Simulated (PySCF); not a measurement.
A GIAO shielding run with PySCF 2.14.0 with density-fitted response routines (density fitting, non-relativistic, gas phase) on SMILES FC1=CC=C[Si@]1(F)Cl, C4H3ClF2Si:

```
$ OMP_NUM_THREADS=1 python probes_run.py task.json out

{"job": {"kind": "nmr", "xc": "PBE0", "basis": "pcSseg-1"}, "charge": 0, "multiplicity": 1}
F      0.355964     2.558286    -0.433226
C      0.095711     1.258614    -0.218716
C     -1.141761     0.797937    -0.010039
C     -1.221580    -0.641540     0.212196
C     -0.073554    -1.332119     0.195487
Si     1.364405    -0.160104    -0.128608
F      2.052588    -0.408199    -1.567395
Cl     2.831784     0.005332     1.205540
H     -2.027071     1.412117    -0.008417
H     -2.188612    -1.091636     0.376032
H     -0.042451    -2.396016     0.351183
```

Hardware: 1 thread of an Arm Neoverse V1, shared host. The job also computes population analyses, field gradients, ring-centre shieldings.

(1) How large is the calculation?

(2) How long does it take, and how much memory does it need?

## Answers

(1) 76 electrons, 165 basis functions and 902 auxiliary functions.

(2) 21 s of wall time, with 14 SCF cycles and 5 response iterations; peak memory 0.77 GiB. Times on a shared host scatter by some tens of per cent.
